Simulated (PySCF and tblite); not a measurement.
The numbers below are computed, except where a source is named.
C6H9NSSe, numbered as in [CH3:1][CH:2]([CH3:3])[c:4]1[cH:5][s:6][n:7][c:8]1[SeH:9].

Level: PBE0-D3(BJ)/pcSseg-1//GFN2-xTB, thermal terms from GFN2-xTB, symmetry numbers and mirror pairs counted. Conformers within 2.5 kcal/mol (GFN2-xTB free energy) were kept, 3 at most. Codes: tblite and PySCF.

Torsions listed: C1–C2–C4–C5, N7–C8–Se9–H9. Of a mirror pair one member is shown.

| conformer | shape | symmetry | E(GFN2) kcal/mol |
| --- | --- | --- | --- |
| 1 | 119°, 0° | Cs | 0.00 |
| 2 | -26°, 176° | C1 (pair) | 2.13 |

**Question.** Which of these conformers is the most populated at 298.15 K, and with what share?

**Answer.** Conformer 2, about 84 %.

**Question.** Give the DFT energies and free energies relative to the lowest, and all weights.

**Answer.** 
| conformer | shape | E(DFT) kcal/mol | G(298.15 K) kcal/mol | weight % |
| --- | --- | --- | --- | --- |
| 1 | 119°, 0° | 0.23 | 1.00 | 15.6 |
| 2 | -26°, 176° | 0.00 | 0.00 | 84.4 |

**Question.** How does its share change from 250 K to 350 K?

**Answer.** From 86 % to 83 %; the mixing entropy goes from 1.99 to 2.05 cal/(mol K).

The minima are those of GFN2-xTB; planar forms about aryl–S or allylic bonds may be saddles in DFT.


Conformer gaps in pcSseg-1 on xTB geometries can be 2 kcal/mol off for S=O, P=O and other polar bonds.